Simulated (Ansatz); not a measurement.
Isolated molecules relaxed with PBE0-D4/def2-TZVP in Ansatz; ΔE leaves out vibrations. CCSD(T)/CBS is the MP2 limit (def2-TZVPP, def2-QZVPP) plus CCSD(T) − MP2 in def2-TZVPP, frozen cores. Functionals use def2-TZVPP. For Ge outer-core shells are correlated without core-valence functions, which leaves a few kJ/mol of doubt a bond. Scalar relativity is left out up to krypton. Each species was taken in one conformer, which may not be the lowest.

Reaction (isomerisation): `C[CH2][Ge][NH2]` → `C1[CH2][GeH2][NH]1`

```json
{"level": "LDA (SPW92)", "ΔE (kJ/mol)": "72.5", "difference from CCSD(T)/CBS": "-17.4"}
{"level": "BLYP-D4", "ΔE (kJ/mol)": "118.9", "difference from CCSD(T)/CBS": "29.0"}
{"level": "B97M-V", "ΔE (kJ/mol)": "76.0", "difference from CCSD(T)/CBS": "-13.9"}
{"level": "revPBE", "ΔE (kJ/mol)": "98.5", "difference from CCSD(T)/CBS": "8.6"}
{"level": "r2SCAN", "ΔE (kJ/mol)": "86.6", "difference from CCSD(T)/CBS": "-3.3"}
{"level": "BHLYP", "ΔE (kJ/mol)": "95.1", "difference from CCSD(T)/CBS": "5.2"}
{"level": "LC-ωPBE", "ΔE (kJ/mol)": "64.9", "difference from CCSD(T)/CBS": "-25.0"}
{"level": "MP2/def2-TZVPP", "ΔE (kJ/mol)": "74.9", "difference from CCSD(T)/CBS": "-15.0"}
{"level": "HF/def2-QZVPP", "ΔE (kJ/mol)": "88.0", "difference from CCSD(T)/CBS": "-1.9"}
{"level": "HF/CBS(def2)", "ΔE (kJ/mol)": "88.0", "difference from CCSD(T)/CBS": "-1.9"}
{"level": "CCSD(T)/CBS", "ΔE (kJ/mol)": "89.9", "difference from CCSD(T)/CBS": "0"}
```

Largest T1 diagnostic among the species: 0.013.

From r2SCAN to r2SCAN0 (25 % exact exchange), in def2-TZVPP and without D4, ΔE moves by −6.0 kJ/mol. At CCSD(T), def2-SVP lies −7.5 kJ/mol from the extrapolated value and def2-TZVPP −10.5 kJ/mol. Leaving LDA and LC-ωPBE aside and taking each functional with its dispersion term where it has one, the values, not all of them listed here, spread over 48.7 kJ/mol, from PBE-QIDH to BLYP-D4. LDA lies −21.5 kJ/mol from PBE without D4.
